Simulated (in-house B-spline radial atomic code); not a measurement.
Inner levels of vanadium as electrons are removed. A shift is the extra binding of the orbital against the neutral atom ([Ar] 3d3/2(3) 4s2). The density at the nucleus is averaged over the nuclear charge. Computed with a radial B-spline atomic code at the basis-set limit: Dirac-Hartree-Fock, jj configuration that fills j = l - 1/2 first, finite nuclei.

A number in brackets counts the electrons of a j subshell.

| ion | configuration | shift of 2s1/2 (eV) | shift of 2p1/2 (eV) | shift of 3s1/2 (eV) | radius of 2s1/2 (bohr) | radius of 2p1/2 (bohr) | radius of 3s1/2 (bohr) | Σ<r²> (bohr²) | change of density at nucleus (bohr⁻³) |
| --- | --- | --- | --- | --- | --- | --- | --- | --- | --- |
| V | [Ar] 3d3/2(3) 4s2 | 0 | 0 | 0 | 0.30583 | 0.27154 | 0.94766 | 47.091 | - |
| V+ | [Ar] 3d3/2(4) | ? | ? | ? | ? | ? | ? | ? | ? |
| V2+ | [Ar] 3d3/2(3) | 16.351 | 16.489 | 16.236 | 0.30585 | 0.27154 | 0.9495 | 16.482 | -6.1892 |
| V3+ | [Ar] 3d3/2(2) | 35.195 | 35.108 | 33.563 | 0.30583 | 0.27141 | 0.93722 | 13.106 | -3.6778 |
| V4+ | [Ar] 3d3/2(1) | 57.45 | 57.031 | 53.214 | 0.30576 | 0.27117 | 0.92211 | 10.721 | -0.04211 |
| V5+ | [Ne] 3s2 3p6 | ? | ? | ? | ? | ? | ? | ? | ? |
| V6+ | [Ne] 3s2 3p1/2(2) 3p3/2(3) | 111.25 | 110.89 | 96.445 | 0.30522 | 0.27033 | 0.88889 | 7.4768 | 12.584 |
| V7+ | [Ne] 3s2 3p1/2(2) 3p3/2(2) | ? | ? | ? | ? | ? | ? | ? | ? |
| V8+ | [Ne] 3s2 3p1/2(2) 3p3/2(1) | 173.05 | 173.88 | 142.43 | 0.30423 | 0.26915 | 0.85773 | 5.0799 | 30.63 |
| V9+ | [Ne] 3s2 3p1/2(2) | 206.23 | 207.78 | 166.68 | 0.30363 | 0.26844 | 0.843 | 4.0511 | 40.726 |
| V10+ | [Ne] 3s2 3p1/2(1) | 240.96 | 241.85 | 191.78 | 0.30296 | 0.26857 | 0.82878 | 3.1171 | 51.316 |
| V11+ | [Ne] 3s2 | 277.2 | 277.4 | 217.72 | 0.30222 | 0.2681 | 0.81504 | 2.2675 | 62.636 |

(1) Fill in the row of V+.

(2) Fill in the row of V5+.

(3) Fill in the row of V7+.

## Answers

(1) shift of 2s1/2 (eV): 1.6483; shift of 2p1/2 (eV): 1.8985; shift of 3s1/2 (eV): 2.0533; radius of 2s1/2 (bohr): 0.30584; radius of 2p1/2 (bohr): 0.27158; radius of 3s1/2 (bohr): 0.95724; Σ<r²> (bohr²): 22.135; change of density at nucleus (bohr⁻³): -7.4645.

(2) shift of 2s1/2 (eV): 82.727; shift of 2p1/2 (eV): 81.877; shift of 3s1/2 (eV): 74.767; radius of 2s1/2 (bohr): 0.30561; radius of 2p1/2 (bohr): 0.27081; radius of 3s1/2 (bohr): 0.90537; Σ<r²> (bohr²): 8.8868; change of density at nucleus (bohr⁻³): 4.6275.

(3) shift of 2s1/2 (eV): 141.38; shift of 2p1/2 (eV): 141.57; shift of 3s1/2 (eV): 119.01; radius of 2s1/2 (bohr): 0.30476; radius of 2p1/2 (bohr): 0.26977; radius of 3s1/2 (bohr): 0.87302; Σ<r²> (bohr²): 6.2157; change of density at nucleus (bohr⁻³): 21.251.
